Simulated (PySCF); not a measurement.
Task: Write Cartesian coordinates for `CSC1=C=CCCCCCC1` as optimised with PBE0-D3(BJ)/def2-SVP.

Result: 
```
atom  x, y, z in Å
C1     3.1332   -0.8378    1.1256
S2     2.5939    0.7499    0.4777
C3     1.2211    0.2706   -0.5341
C4     0.8798   -0.9838   -0.7337
C5     0.2709   -2.1465   -0.6822
C6    -0.8188   -2.4018    0.3400
C7    -1.3820   -1.1121    0.9346
C8    -2.0634   -0.2361   -0.1252
C9    -1.9767    1.2759    0.0687
C10   -0.5794    1.9066    0.0993
C11    0.4013    1.4529   -1.0001
H12    3.3811   -1.5255    0.3036
H13    4.0320   -0.6439    1.7267
H14    2.3586   -1.2940    1.7584
H15    0.4940   -2.9399   -1.4068
H16   -1.6250   -2.9756   -0.1511
H17   -0.4330   -3.0609    1.1389
H18   -0.5587   -0.5596    1.4158
H19   -2.0917   -1.3576    1.7412
H20   -1.6403   -0.4797   -1.1129
H21   -3.1286   -0.5151   -0.1932
H22   -2.5523    1.7451   -0.7485
H23   -2.4976    1.5646    0.9987
H24   -0.0964    1.7287    1.0742
H25   -0.7074    2.9995    0.0353
H26   -0.1340    1.1901   -1.9254
H27    1.0825    2.2812   -1.2557
```

Orientation and origin are arbitrary. Atoms count from 1 in this order. The C–C distances run from 1.314 Å (C4=C5, drawn double) to 1.542 Å (C10–C11, drawn single), a spread of 0.228 Å. The 9-membered ring C3–C4–C5–C6–C7–C8–C9–C10–C11 has internal angles of 110.8° to 163.4°; it is puckered, 0.37 Å rms from its mean plane. Of the pairs four or more bonds apart, C5···H20 is among the closest relative to their van der Waals radii: 2.57 Å, 89 % of the sum of Bondi's values. C4 (central carbon of cumulated double bonds) is bent (angle 163.4°).

Bonds between heavy atoms (Å): C1–S2 1.798, S2–C3 1.771, C3=C4 1.315, C4=C5 1.314, C5–C6 1.516, C6–C7 1.528, C7–C8 1.535, C8–C9 1.527, C9–C10 1.533, C10–C11 1.542, C3–C11 1.512.

Computed, not measured: PBE0-D3(BJ)/def2-SVP geometry optimisation, gas phase (PySCF 2.14.0).

Point group: C1 (no symmetry element, even within 0.4 Å). No PBE0-D3(BJ)/def2-SVP frequencies stand behind this structure, so it isn't proved a minimum. The numbers are those of one conformer (C1–S2–C3–C4 -4°, C4–C5–C6–C7 18°, C5–C6–C7–C8 63°, C6–C7–C8–C9 -147°, C7–C8–C9–C10 60°).
